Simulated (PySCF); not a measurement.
**Si: excitation energy**

Si [Ne] 3s2 3p2 (3P) → Si [Ne] 3s1 3p2 3d1 (high-spin determinant), as a difference of total energies. All numbers are calculated (PySCF 2.14, the non-relativistic Hamiltonian (point nucleus), in aug-cc-pV(T+d)Z (6s5p4d2f, 55 functions)). Correlated levels: valence: [Ne] frozen. The calculations carry no spin-orbit coupling.

```tsv
method	excitation energy (cm⁻¹)
UHF	82376
MP2 (valence)	90673
SCS-MP2 (valence)	94034
CCSD (valence)	91076
CCSD(T) (valence)	90861
```

The upper state lies above the first ionisation limit, but in LS coupling its spin forbids autoionisation to the ground ion.

The promoted electron is Rydberg-like, and one or two diffuse shells describe it only roughly, which tends to raise the upper state.

The coupled-cluster amplitudes are large for the upper state (T1 above 0.03 or a double amplitude above 0.15), so a single reference is strained.

The determinant of the upper state mixes LS terms, which raises its energy above the lowest term, most at the Hartree-Fock and MP2 levels.
